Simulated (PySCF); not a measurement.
# Cost of excited-state runs on 2-ethynylpyridine (C#Cc1ccccn1, C₇H₅N)

Geometry:
```csv
atom,x (Å),y (Å),z (Å)
C1,3.236,-0.747,-0.514
C2,2.046,-0.566,-0.373
C3,0.641,-0.319,-0.202
C4,0.189,0.990,0.034
C5,-1.175,1.201,0.196
C6,-2.037,0.109,0.118
C7,-1.485,-1.151,-0.119
N8,-0.187,-1.370,-0.276
H9,4.288,-0.922,-0.642
H10,0.905,1.811,0.086
H11,-1.561,2.206,0.380
H12,-3.116,0.227,0.239
H13,-2.136,-2.031,-0.186
```

PySCF with density fitting, on 1 thread of an Intel Xeon Platinum 8488C, shared host. Command: `OMP_NUM_THREADS=1 python excited_run.py task.json out`

Question: How long does each of these runs take, and how much memory?
- first hyperpolarisability, CAM-B3LYP/aug-cc-pVDZ; usual settings
- excited states, CAM-B3LYP/def2-TZVP; Tamm-Dancoff; spin-orbit couplings; 6 states; 5 triplets; quadratic response for 4 states
- excited states, CAM-B3LYP/aug-cc-pVDZ; two-photon moments; 8 states; quadratic response for 6 states; 0 triplets

Answer: 
| run | level | basis functions | wall time | peak memory (GiB) |
| --- | --- | --- | --- | --- |
| first hyperpolarisability | CAM-B3LYP/aug-cc-pVDZ | 229 | 36 s | 0.87 |
| excited states | CAM-B3LYP/def2-TZVP | 278 | 54 s | 1.1 |
| excited states | CAM-B3LYP/aug-cc-pVDZ | 229 | 49 s | 0.96 |

Times from a shared host are rough.
